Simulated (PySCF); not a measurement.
Compound: C5H9PS.
Cartesian coordinates in Å at the GFN2-xTB level; atoms count from 1:
```xyz
16
C5H9PS angstrom
C     -1.8858   -0.3092   -0.4744
P     -0.5955   -0.2596    0.8307
S     -1.2084   -0.6808    2.6188
C      0.8050   -1.2440    0.1157
C      1.5471   -0.2468   -0.7172
C      1.2825    1.0328   -0.5068
C      0.2695    1.3568    0.5458
H     -2.6704    0.3976   -0.2058
H     -1.4681   -0.0567   -1.4467
H     -2.3120   -1.3118   -0.4962
H      0.4492   -2.1034   -0.4579
H      1.4245   -1.6213    0.9360
H      2.2682   -0.5968   -1.4391
H      1.7640    1.8374   -1.0402
H      0.7480    1.6697    1.4799
H     -0.4254    2.1450    0.2460
```

The calculation used PySCF 2.14.0, density-fitted response routines, TDDFT CAM-B3LYP/def2-SVPD, vertical, gas phase, core orbitals frozen in the response.

Ground-to-excited transition dipoles (e·a0, same axes as the geometry; the sign carries no meaning), for the states with f of 0.002 or more among the lowest 8:

```csv
state,E (eV),μx,μy,μz
S2,5.853,-0.214,-0.110,0.426
S3,6.081,-0.090,0.439,0.072
S4,6.116,0.604,0.082,0.254
S5,6.248,0.068,-0.349,-0.057
S6,6.285,0.273,0.016,0.226
S8,6.700,-0.043,0.050,-0.358
```

Problem. Work out the oscillator strengths.

Solution. f = (2/3) ΔE |μ|² with ΔE in hartree (27.2114 eV).

```tsv
state	|μ|² (au)	|μ| (D)	f
S2	0.239	1.24	0.034
S3	0.206	1.15	0.031
S4	0.436	1.68	0.065
S5	0.129	0.91	0.020
S6	0.126	0.90	0.019
S8	0.132	0.92	0.022
```

Problem. The point group is Cs. Which irreducible representation does each state belong to?

Solution. From a totally symmetric ground state, an allowed state transforms like the component of the dipole operator along its μ. Polarised normal to the mirror plane, so A″: S3 and S5. Polarised in the mirror plane, so A′: S2, S4, S6 and S8.

Problem. Which bond between heavy atoms lies closest to the direction of the S4 transition dipole?

Solution. C1–P2, at 23° from it; next P2–C4 and P2–C7 at 62°.

Problem. What angle do the transition dipoles of S3 and S5 make?

Solution. |cos θ| = |μa·μb| / (|μa| |μb|) = 1.00, so θ ≈ 1° (taken between 0 and 90°, since the signs are arbitrary).

Problem. How is the summed strength of these states shared among x, y and z?

Solution. (2/3) Σ ΔE μα² gives 0.075 for x, 0.051 for y and 0.066 for z, 0.191 in all.

Problem. What peak molar absorption coefficient would the strongest computed level give as a lone Gaussian band 0.5 eV wide at half height?

Solution. ε(max) = 2.175×10⁸ f / FWHM, with the width in cm⁻¹. S4: 2.175×10⁸ × 0.0654 / 4033 ≈ 3500 L mol⁻¹ cm⁻¹.

One conformer stands for the species.
